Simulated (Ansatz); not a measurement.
Ansatz results at the PBE0-D4/def2-TZVP geometry: HOMO energy (B3LYP/def2-TZVPP) -6.68 eV; LUMO energy (ωB97M-V/def2-TZVPP) -0.24 eV; size of the dipole moment (B3LYP/def2-TZVPP) 2.20 D.

Task: Which molecule gave them?
A. `C=[C](O)[Al]([F])[F]`
B. `Cl[SiH]1C[SiH2]1`
C. `C[C]1(F)[O][Al]1[F]`
D. `F[Si]1([SiH3])[O][GeH2]1`

Result: C. The others give `Cl[SiH]1C[SiH2]1`: -6.65, 1.24, 1.39; `F[Si]1([SiH3])[O][GeH2]1`: -6.79, 0.43, 2.11; `C=[C](O)[Al]([F])[F]`: -7.04, 0.65, 0.67.

B3LYP here is the variant with VWN-RPA as its local correlation; programs differ in this.
